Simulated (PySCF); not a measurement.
## Diatomics of C with the chalcogens

MP2 with triple-zeta basis sets in PySCF, for the lowest determinant that a PBE0 search found; no spin–orbit coupling. De refers to high-spin ground-configuration atoms.

```csv
M,basis,"reference, frozen orbitals",state (unpaired electrons),Re (Å),ωe (cm⁻¹),De (eV)
O,def2-TZVPP,"RHF, 2",singlet (closed shell),1.137,2123,11.51
S,x2c-TZVPPall,"RHF, 6",singlet (closed shell),1.537,1306,7.48
Se,x2c-TZVPPall,"RHF, 10",singlet (closed shell),1.673,1070,6.38
Te,def2-TZVPP,"RHF, 5",singlet (closed shell),1.879,927,5.12
```

The shortest bond is that of CO (1.137 Å), the longest that of TeC (1.879 Å). CO is bound most strongly (11.51 eV) and TeC least (5.12 eV).

The rows differ in basis set, which adds steps of its own.

Relativity is treated differently too: O no relativity; S spin-free X2C; Se spin-free X2C; Te scalar-relativistic core potentials.

Down a group bonds as a rule get longer and wavenumbers fall, partly through the reduced mass; this series shows no clear exception.

Correlated steps freeze the inner cores (2 to 10 orbitals); shallow outer-core shells are correlated. Spin–orbit coupling is left out, which matters for elements this heavy, above all for dissociation energies. Where the molecule has an RHF reference, its open-shell atoms are computed with UHF.
